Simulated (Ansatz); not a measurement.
Consider the formal loss of a carbene: `C/C(I)=C\F` → `F/C=C\I` + `[CH2]` (triplet).

Calculated with Ansatz (gas phase, PBE0-D4/def2-TZVP geometries, no zero-point term in ΔE). CCSD(T)/CBS is the MP2 limit (def2-TZVPP, def2-QZVPP) plus CCSD(T) − MP2 in def2-TZVPP, frozen cores. This one scheme is used for every species. Double bonds are as drawn, so ΔE can hold a change between cis and trans. DFT in def2-TZVPP. B3LYP here is the variant with VWN-RPA as its local correlation; programs differ in this. Triplets are unrestricted, without spin–orbit coupling. def2 core potentials past Kr. For I outer-core shells are correlated without core-valence functions, which leaves a few kJ/mol of doubt a bond.

CCSD(T)/CBS gives +4.68 eV.

(1) Another level gave +4.43 eV. Which?
A. B3LYP-D4/def2-TZVPP
B. SCS-MP2/def2-TZVPP
C. CCSD/def2-TZVPP
D. PBE0-D4/def2-TZVPP

Largest T1 diagnostic among the species: 0.011.

## Answers

(1) C. CCSD/def2-TZVPP 4.43, B3LYP-D4 4.58, PBE0-D4 4.64, SCS-MP2/def2-TZVPP 4.71 eV.

From PBE to PBE0 (25 % exact exchange), in def2-TZVPP and without D4, ΔE moves by −0.08 eV. In def2-TZVPP, CCSD(T) changes the Hartree–Fock value by +1.47 eV (the triples alone add +0.13 eV) and MP2 by +1.64 eV. The D4 term adds +0.12 eV with B3LYP and +0.06 eV with PBE0; it sums over pairs of atoms, weighted by their polarisabilities, and B3LYP, whose exchange is more repulsive, gets the larger term.

CCSD(T)/CBS has its own doubt, a few kJ/mol and more with outer-core shells, so smaller differences from it don't rank the levels.
